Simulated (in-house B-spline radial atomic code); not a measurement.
How G0W0 and RPA depend on the start: Cs-

Configuration [Xe] 6s2. Computed with a B-spline radial code for spherical atoms: all electrons, scalar-relativistic (spin-free one-electron X2C), finite nucleus, each spin shell either full or empty, empty states to l = 9 with an (l + 1/2)⁻⁴ tail; G0W0 by contour deformation at full frequency.

The anion's configuration is assumed.

| start | mean-field 6s (eV) | G0W0 (eV) | QP weight | RPA correlation (Eh) |
| --- | --- | --- | --- | --- |
| Hartree-Fock | -0.238 | -0.603 | 0.833 | -3.979 |
| LC-wPBE | -0.594 | ? | ? | ? |
| wB97X | -0.581 | ? | ? | ? |
| CAM-B3LYP | -0.075 | -0.486 | 0.772 | -4.2153 |

(1) What G0W0 level, weight and RPA correlation energy follow from the wB97X start?

(2) What G0W0 level, weight and RPA correlation energy follow from the LC-wPBE start?

(3) How much of the dependence on the start does G0W0 remove?

Answers

(1) G0W0 level -0.565 eV, weight 0.899, RPA correlation -4.1863 hartree.

(2) G0W0 level -0.631 eV, weight 0.901, RPA correlation -4.1996 hartree.

(3) The mean-field levels span 0.518 eV and the G0W0 levels 0.145 eV. Against 0.472 eV (electron affinity of the neutral atom) the G0W0 removal energies are off by +0.01 to +0.16 eV, with spin-orbit coupling, Breit and QED terms left out.
